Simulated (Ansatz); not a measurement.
A nudged elastic band was laid between two geometries of C₂H₄BN (8 atoms, charge 0, multiplicity 1).

Method: RKS PBE/def2-SVP in Ansatz.

```
movable images  : 5
climbing image  : yes
spring          : 5.0 eV/Å²
optimiser       : quadratic models (default)
start path      : through a guess of the saddle point
force threshold : 0.05 eV/Å
iteration limit : 57
end points      : relaxed
```

Initial state:

```xyz
8
Properties=species:S:1:pos:R:3
C -0.722 0.698 -0.243
B -0.010 -0.507 0.444
C 1.427 -0.903 0.041
N 2.521 -1.210 -0.261
H -0.746 0.538 -1.345
H -1.747 0.898 0.118
H -0.104 1.616 -0.120
H -0.526 -1.187 1.311
```

Final state:

```xyz
8
Properties=species:S:1:pos:R:3
C -0.678 0.742 -0.221
B -0.012 -0.545 0.346
C 1.485 -0.853 0.143
N 2.627 -1.091 -0.007
H -1.166 0.406 -1.170
H -1.511 1.110 0.411
H 0.010 1.566 -0.488
H -0.662 -1.392 0.930
```

Question: Which bonds break or form, and what moves?

Answer: No bond is made or broken.

Question: Give the energies along the band, and the barrier.

Answer: The run converged. The highest image is number 0 of 0 to 6, 0.000 eV above the first end and 0.014 eV above the last; the last end lies 0.014 eV below the first. The highest image is an end point: on this band no image between the ends rises above it.

```csv
image,path coordinate (Å),energy (eV)
0,0.00,0.000
1,0.06,0.000
2,0.24,-0.002
3,0.42,-0.006
4,0.60,-0.010
5,0.78,-0.013
6,0.96,-0.014
```

Run time: 6 min on 1 thread of Intel(R) Xeon(R) Processor @ 2.50GHz (Skylake/Cascade Lake), with other jobs on the host, peak memory 0.14 GiB.
